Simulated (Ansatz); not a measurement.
`P[Se][SiH2][SeH]`, relaxed with RKS PBE0-D4/def2-TZVP in Ansatz from a PBE-D4/def2-SVP geometry. The force threshold is 0.005 eV/Å; the program also tests the step.

Charge 0, multiplicity 1.

Start:

```xyz
9

P     0.500   -2.252    0.148
Se    1.291   -0.116   -0.257
Si   -0.815    0.817   -0.285
Se   -0.582    3.101   -0.272
H     1.259   -2.895   -0.896
H     1.479   -2.587    1.152
H    -1.604    0.305    0.888
H    -1.562    0.532   -1.557
H     0.035    3.095    1.080
```

By how much does the energy fall, and how many steps does the optimiser take? (Best estimate.)

Ansatz gave: 0.04 eV, in 7 steps.

Which bonds change most? (An estimate is asked.)

Computed: P1–Se2 from 2.314 to 2.272 Å; Se2–Si3 from 2.304 to 2.278 Å; Si3–Se4 from 2.296 to 2.272 Å; P1–H6 from 1.442 to 1.419 Å.

Give the relaxed structure. (An estimate is asked.)

Ansatz gave: 
```xyz
9

P     0.491   -2.211    0.114
Se    1.293   -0.117   -0.253
Si   -0.792    0.803   -0.273
Se   -0.598    3.066   -0.270
H     1.252   -2.856   -0.894
H     1.403   -2.558    1.143
H    -1.550    0.303    0.899
H    -1.526    0.490   -1.523
H     0.027    3.080    1.059
```
